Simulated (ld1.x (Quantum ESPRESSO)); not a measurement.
# Building the ultrasoft potential for Tl (PBE, scalar-relativistic).

```json
{
  "Element": "Tl",
  "Generator": "ld1.x (Quantum ESPRESSO) 7.5",
  "Type": "ultrasoft",
  "Functional": "PBE",
  "Relativity": "scalar-relativistic",
  "Frozen core": "[Xe] 4f14 5d10",
  "Valence charge": "3",
  "Reference configuration": "6s2 6p1",
  "Partial waves": "6s (bound): rcut 1.90, rcutus 2.60 bohr; 6s channel at 2.95 Ry: rcut 1.90, rcutus 2.60 bohr; 6p (bound): rcut 2.10, rcutus 2.75 bohr; 6p channel at 0.45 Ry: rcut 2.10, rcutus 2.75 bohr",
  "Local potential": "all-electron potential smoothed inside 2.25 bohr (lloc = -2)",
  "Core correction": "Bessel-smoothed model core, default radius (core density twice the valence density)",
  "Augmentation charge": "PSQ, radius 2.10 bohr"
}
```

Problem. Does the generator finish with these settings?

Solution. Yes, a potential is produced and its reference levels are reproduced.

Problem. Estimate the cutoffs (Ry, on a coarse ladder) from which the occupation-weighted sum of valence levels, in a spherical-Bessel basis at the reference potential, stays within 10 and 1 mRy of its value at 400 Ry.

Solution. 6 Ry and 6 Ry.

Problem. What does a ghost test show?

Solution. No extra level below or beside the all-electron valence levels (s, p, d, f tested).

Problem. Is the overlap operator S = 1 + Σ q|β⟩⟨β| positive definite (Bessel basis up to 400 Ry)?

Solution. Yes: its lowest eigenvalue is 0.55 (p channel).

Its largest configuration-test error is -34 meV (6s2 6p0). Test run stopped at test 2 of 7 (negative rho).
